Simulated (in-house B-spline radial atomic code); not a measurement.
A fraction x of an electron is moved 4p → 5p in Ru, starting from [Kr] 4d7 5s1 and keeping the highest spin. Method: non-relativistic PW91, spin-polarised, spherical fractional occupations, point nucleus. Calculated with a B-spline radial code for spherical atoms.

| x | E(x) - E(0) (eV) | 4p down level (eV) | 5p up level (eV) |
| --- | --- | --- | --- |
| 0 | 0.0000 | -44.030 | - |
| 0.125 | 5.3773 | -44.679 | -1.421 |
| 0.25 | ? | ? | ? |
| 0.375 | 16.3132 | -45.966 | -1.740 |
| 0.5 | 21.8716 | -46.608 | -1.901 |
| 0.625 | ? | ? | ? |
| 0.75 | 33.1686 | -47.889 | -2.219 |
| 0.875 | 38.9074 | -48.527 | -2.375 |
| 1 | 44.7066 | -49.164 | -2.529 |

Q: What belongs in the row x = 0.25?

A: An energy change of 10.8150 eV; 4p down at -45.324 eV, 5p up at -1.579 eV.

Q: What belongs in the row x = 0.625?

A: An energy change of 27.4900 eV; 4p down at -47.249 eV, 5p up at -2.061 eV.

Q: Check Janak's theorem between x = 0.375 and 0.5.

A: The slope of the energy is 44.47 eV; the orbital levels give 44.47 eV (ε of the receiving orbital less ε of the emptying one, averaged over the two points).
